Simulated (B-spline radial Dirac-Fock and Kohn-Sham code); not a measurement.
## X-ray form factors of thulium in several charge states

The computed values come from a B-spline atomic structure program: relativistic Hartree-Fock (Dirac-Fock) wave functions, averaged over the configuration.

Configurations: Tm⁴²⁺ [Ar] 3d9; Tm⁴³⁺ [Ar] 3d8; Tm⁴⁴⁺ [Ar] 3d7; Tm⁴⁵⁺ [Ar] 3d6; Tm⁴⁶⁺ [Ar] 3d5; Tm⁴⁹⁺ [Ar] 3d2. The first column is f₀ of Tm⁴²⁺, the others are differences from it.

```
s (Å⁻¹)   Tm⁴²⁺  Δ Tm⁴³⁺  Δ Tm⁴⁴⁺  Δ Tm⁴⁵⁺  Δ Tm⁴⁶⁺  Δ Tm⁴⁹⁺
      0  27.000   -1.000   -2.000   -3.000   -4.000   -7.000
   0.05  26.984   -0.999   -1.998   -2.997   -3.996   -6.994
    0.1  26.936   -0.996   -1.992   -2.988   -3.985   -6.975
   0.15  26.857   -0.991   -1.982   -2.974   -3.966   -6.943
    0.2  26.747   -0.984   -1.969   -2.954   -3.940   -6.899
   0.25  26.606   -0.975   -1.952   -2.928   -3.906   -6.843
    0.3  26.435   -0.965   -1.931   -2.898   -3.865   -6.775
   0.35  26.235   -0.952   -1.906   -2.861   -3.818   -6.696
    0.4  26.007   -0.938   -1.878   -2.820   -3.764   -6.606
   0.45  25.751   -0.922   -1.847   -2.774   -3.704   -6.505
    0.5  25.470   -0.905   -1.813   -2.724   -3.638   -6.394
    0.6  24.834   -0.866   -1.737   -2.611   -3.489   -6.145
    0.7  24.111   -0.823   -1.650   -2.483   -3.321   -5.863
    0.8  23.313   -0.775   -1.556   -2.344   -3.138   -5.554
    0.9  22.453   -0.724   -1.456   -2.195   -2.942   -5.223
      1  21.544   -0.671   -1.352   -2.041   -2.738   -4.877
    1.1  20.601   -0.618   -1.245   -1.882   -2.529   -4.522
    1.2  19.635   -0.563   -1.138   -1.723   -2.318   -4.162
    1.4  17.689   -0.458   -0.928   -1.410   -1.903   -3.450
    1.6  15.793   -0.360   -0.732   -1.117   -1.514   -2.776
```
